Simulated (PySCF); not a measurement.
Computed NMR parameters against published values

Numbering as in the mapped SMILES `[O:1]=[C:2]([OH:3])[C:4]([F:5])([F:6])[F:7]`. Each H is labelled by its parent atom.

Measured values that the calculation should reproduce: δ 19F F5/F6/F7 -76.2 ppm (measured; G. Saielli, R. Bini, A. Bagno, Computational 19F NMR. 2. Organic compounds, RSC Adv. 2014, ESI (exp. from Berger-Braun-Kalinowski 1994 and Everett 1995)).
δ 19F F5/F6/F7 -76.5 ppm (measured; University of Colorado NMR facility, 19F NMR Reference Standards).

Calculated, not measured (PySCF): PBE0-D3(BJ)/def2-SVP geometry, shielding tensors at PBE0/pcSseg-1 (GIAO). No solvent model, non-relativistic, a single conformation, one averaged value for each set of equivalent atoms.

Q: How close does the calculation come?

A: 
Reference values: measured (G. Saielli, R. Bini, A. Bagno, Computational 19F NMR. 2. Organic compounds, RSC Adv. 2014, ESI (exp. from Berger-Braun-Kalinowski 1994 and Everett 1995)).
```
   atoms        quantity  reference  computed  computed, scaled
F5/F6/F7  δ 19F vs CFCl3      -76.2     -87.2             -73.5
```

Reference values: measured (University of Colorado NMR facility, 19F NMR Reference Standards).
```json
{"atoms": "F5/F6/F7", "quantity": "δ 19F vs CFCl3", "reference": "-76.5", "computed": "-87.2", "computed, scaled": "-73.5"}
```

Computed shifts are σ(ref) − σ with the named reference compound (TMS for H and C) calculated as an isolated molecule at the same level. The measured values may be among those fitted. Shieldings were converted by a linear fit to measured shifts: 19F: δ = 160.80 − 0.941σ +14.7 on sp3 carbon (rms 6.9 ppm, 213 shifts, 7.8 ppm with the 5 outliers that the fit left out vs CFCl3, solution or neat liquid). A few per cent of atoms miss by over 2 rms, more outside the fitted compound classes.

Q: How far are the unscaled 19F shifts from the references?

A: Mean signed difference -10.85 ppm, mean absolute 10.85 ppm over 2 comparisons; the largest is -11.0 ppm at F5/F6/F7 (fluorine of a CF3 group).

2 of the 8 published NMR values on file for this molecule are compared. The rest: values whose atom or origin is in doubt.
